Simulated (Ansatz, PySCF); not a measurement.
CoF2, SMILES [Co+]([F])[F] (connectivity only; charge and spin as stated), charge +1, multiplicity 5. Atoms are numbered in the order given.

```xyz
3

Co     0.0000     0.0000     0.0000
F      0.0000     0.0000    -1.6624
F      0.0000     0.0000     1.6624
```
Charge +1, spin multiplicity 5.

Geometry optimised at ωB97X-D3(BJ)/def2-TZVP. The spin state was assumed, not searched.

Two levels are set side by side: PBE-D3(BJ)/def2-TZVP (Ansatz, a program for electronic structure) and ωB97X-D3(BJ)/def2-TZVP (PySCF). Each level has its own optimised geometry; the coordinates shown are those of the second. Frequencies come from the Hessian of PySCF at each geometry. Differences are taken from unrounded values.

| quantity | ωB97X-D3(BJ) | PBE-D3(BJ) | PBE-D3(BJ) minus ωB97X-D3(BJ) |
|---|---|---|---|
| mean bond length (Å) | 1.662 | 1.690 | 0.027 |
| bond Co1–F2 (Å) | 1.662 | 1.690 | 0.027 |
| bond Co1–F3 (Å) | 1.662 | 1.690 | 0.027 |
| highest harmonic wavenumber (cm⁻¹) | 913 | 828 | -85 |
| mean harmonic wavenumber (cm⁻¹) | 439 | 402 | -37 |
| zero-point energy (kcal/mol) | 2.51 | 2.30 | -0.21 |

GGA bonds tend to be longer and softer than those of functionals with exact exchange. Differences between two approximate levels are no errors against the true value.
